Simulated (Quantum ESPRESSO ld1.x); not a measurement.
Question: All-electron atom: the samarium ion Sm+ in [Xe] 4f4 5d2 6s1 (not the ground configuration). Method: Dirac Kohn-Sham, PBE, spin-unpolarised, spherical densities, point nucleus; open shells are shared between the two j in proportion to 2j + 1; computed with ld1.x of Quantum ESPRESSO 7.5.

Spin-orbit splittings of the eigenvalues, e(l+1/2) - e(l-1/2), with zeta = 2 splitting/(2l+1) and mean radii in bohr:

| shell | occ. | splitting (eV) | zeta (eV) | <r> j=l-1/2 | <r> j=l+1/2 |
|---|---|---|---|---|---|
| 2p | 6 | 602.8 | 401.8 | 0.08074 | 0.08736 |
| 3p | 6 | 122.0 | 81.34 | 0.2442 | 0.2570 |
| 3d | 10 | 26.48 | 10.59 | 0.2287 | 0.2327 |
| 4p | 6 | 27.09 | 18.06 | 0.5906 | 0.6188 |
| 4d | 10 | 4.895 | 1.958 | 0.6576 | 0.6675 |
| 4f | 4 | 0.6478 | 0.1851 | 0.8592 | 0.8681 |
| 5p | 6 | 4.046 | 2.697 | 1.517 | 1.601 |
| 5d | 2 | ? | ? | 2.380 | 2.432 |

Estimate the 5d splitting.

Answer: 0.3475 eV (zeta = 0.1390 eV).
